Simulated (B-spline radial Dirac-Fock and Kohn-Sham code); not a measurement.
**Photoionisation of tantalum ions at Cr Kα (5414.7 eV)**

These are calculated numbers from a B-spline atomic structure program; the model is the independent-particle Dirac-Slater model, thresholds from Dirac-Fock. Cross sections in kb; a dash marks an empty subshell or a threshold above the photon energy.

| ion | configuration | total | 3s | 3d5/2 | 4s | 5s | 5d5/2 |
| --- | --- | --- | --- | --- | --- | --- | --- |
| Ta | [Xe] 4f14 5d3 6s2 | 130.0 | 10.7 | 29.5 | 2.97 | 0.533 | 0.0911 |
| Ta³⁺ | [Xe] 4f14 5d2 | 130.0 | 10.7 | 29.5 | 2.97 | 0.539 | 0.0835 |
| Ta⁶⁺ | [Xe] 4f13 | 130.1 | 10.7 | 29.5 | 2.96 | 0.582 | – |
